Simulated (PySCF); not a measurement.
Vertical excitations of a molecule C₃H₃N₂, multiplicity 2 from PySCF 2.14.0 with TDA-PBE/def2-SVPD, as energy in eV (oscillator strength): 1.19 (0.001), 2.61 (0.035), 2.90 (0.001), 4.59 (0.000), 5.45 (0.001), 5.56 (0.002), 5.62 (0.000), 5.80 (0.000), 5.89 (0.000), 6.00 (0.001). The structure is a stationary point at r2SCAN-D4/def2-SVP. One conformer was computed; it need not be the lowest.

Question: Identify the compound among the candidates.
(A) [c]1ncc[nH]1
(B) [c]1cnc[nH]1
(C) [c]1ccn[nH]1
(D) C1=CN=C[N]1

Answer: B, [c]1cnc[nH]1
